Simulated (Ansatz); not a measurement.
This geometry of FH7OSSi3 (13 atoms, charge 0, multiplicity 1) is a first-order saddle point.

The calculation used Ansatz 0.2.0, RKS PBE-D4/def2-SVP.

```xyz
13
Properties=species:S:1:pos:R:3
O -1.919 1.634 -0.638
Si -1.186 0.521 0.363
F -2.253 0.076 1.531
Si -0.777 -1.364 -0.977
S 0.458 1.442 1.434
Si 2.143 0.288 0.713
H -1.975 2.549 -0.305
H -2.113 -1.921 -1.385
H 0.008 -0.985 -2.201
H -0.020 -2.405 -0.200
H 2.161 0.212 -0.789
H 2.138 -1.108 1.268
H 3.355 1.025 1.201
```

Q: Which two structures does it join? (They come from a converged band through this point; their orientation in space is the band's.)

A: No bond is made or broken. The dihedral F3–Si2–S5–Si6 goes from 28 to -180°.

First end point:

```xyz
13
Properties=species:S:1:pos:R:3
O -2.195 1.472 -0.029
Si -0.911 0.415 0.004
F -1.144 -0.751 1.150
Si -0.711 -0.606 -2.089
S 0.884 1.468 0.586
Si 1.879 -0.151 1.644
H -2.253 2.087 0.726
H -1.961 -1.356 -2.459
H -0.426 0.448 -3.121
H 0.445 -1.566 -2.028
H 1.818 -1.422 0.846
H 1.292 -0.372 3.007
H 3.305 0.300 1.777
```

Last end point:

```xyz
13
Properties=species:S:1:pos:R:3
O -1.905 0.948 0.171
Si -0.998 -0.320 0.765
F -1.841 -1.122 1.922
Si -0.546 -1.738 -1.042
S 0.760 0.345 1.835
Si 1.789 1.383 0.227
H -2.051 1.688 0.789
H -1.816 -2.166 -1.723
H 0.326 -1.004 -2.025
H 0.193 -2.947 -0.540
H 0.811 2.157 -0.611
H 2.545 0.427 -0.653
H 2.754 2.315 0.898
```

Q: How far does it lie above each of them?

A: 2.6 kcal/mol above the first and 1.4 kcal/mol above the second. This is the barrier of this one path; another mechanism may lie lower.

Time of the run: 3.6 min on 2 threads of AMD EPYC 7R13 Processor (Zen 3) (shared host), peak memory 0.21 GiB.
